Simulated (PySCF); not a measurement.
The multiplicity is imposed and other spin states were not computed.

Cartesian coordinates (Å):
```xyz
5

Zr     0.0132     0.0296     0.0149
F     -0.4898     1.8316     0.3564
F      0.5636    -0.1293    -1.7977
F     -1.4900    -1.0982     0.3042
Br     1.9029    -0.6419     1.5294
```
Charge 0, multiplicity 1.

Give the HOMO–LUMO gap, charge on the central atom (Mulliken), HOMO, total energy and LUMO at the level TPSSh-D3(BJ)/def2-TZVP // TPSS-D3(BJ)/def2-SVP (PySCF).


```yaml
HOMO–LUMO gap: 6.13 eV
charge on the central atom (Mulliken): 1.70 e
HOMO: -8.57 eV
total_energy: -79487.56 eV
LUMO: -2.44 eV
```
